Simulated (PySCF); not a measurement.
## Basis and Hamiltonian dependence of the ionisation energy of Tc⁺

Tc⁺ [Kr] 4d5 5s1 (7S) → Tc²⁺ [Kr] 4d5 (6S). Calculated with PySCF 2.14 from differences of total energies of unrestricted determinants, without spin-orbit coupling. Values in eV.

| basis | Hamiltonian | functions | UHF | LDA | PBE0 | MP2 (valence) | CCSD(T) (valence) | CCSD(T) (valence and next inner shell) |
| --- | --- | --- | --- | --- | --- | --- | --- | --- |
| def2-SVP with the def2 core potential (28 electrons) | ECP | 31 | 14.277 | n/a | 15.389 | 14.665 | n/a | n/a |
| def2-TZVP with the def2 core potential (28 electrons) | ECP | 40 | 14.288 | n/a | n/a | 14.732 | n/a | n/a |
| aug-cc-pVDZ-PP with ECP28MDF | ECP | 54 | 14.215 | 15.910 | 15.339 | 14.736 | 14.793 | n/a |
| cc-pVTZ-PP with ECP28MDF | ECP | 63 | 14.236 | 15.968 | n/a | 14.809 | n/a | n/a |
| ANO-RCC-VTZP | spin-free X2C | 68 | 14.249 | 15.868 | 15.303 | 14.811 | 14.855 | 15.106 |
| aug-cc-pwCVDZ-PP with ECP28MDF | ECP | 70 | 14.245 | 15.958 | 15.366 | 14.790 | 14.831 | 15.124 |
| x2c-TZVPPall | spin-free X2C | 79 | 14.249 | 15.858 | 15.300 | 14.794 | 14.833 | 15.100 |
| def2-QZVPPD with the def2 core potential (28 electrons) | ECP | 88 | 14.290 | 16.010 | 15.422 | 14.869 | 14.914 | n/a |
| aug-cc-pVTZ-PP with ECP28MDF | ECP | 88 | 14.240 | 15.971 | 15.381 | 14.827 | 14.877 | n/a |
| x2c-TZVPPall with one added diffuse shell each of s, p, d, f type | spin-free X2C | 95 | 14.249 | 15.862 | 15.302 | 14.803 | 14.847 | 15.114 |
| aug-cc-pVTZ-DK | spin-free X2C | 102 | 14.249 | 15.903 | 15.323 | 14.835 | 14.886 | n/a |
| x2c-QZVPPall | spin-free X2C | 118 | 14.247 | 15.883 | 15.318 | 14.837 | n/a | n/a |
| dyall-av2z | non-relativistic | 136 | 13.713 | 15.308 | 14.750 | 14.210 | n/a | n/a |
| aug-cc-pwCVQZ-PP with ECP28MDF | ECP | 180 | 14.242 | n/a | n/a | n/a | n/a | n/a |

Frozen in the all-electron rows: valence and next inner shell: [Ar] 3d10; valence: [Kr]; with a core potential, the same shells as far as they lie outside it.

Non-relativistic rows lack the scalar-relativistic shift.

Reference for a calculation without spin-orbit coupling: 15.26 (s) eV (semi-empirical (NIST evaluation); NIST).
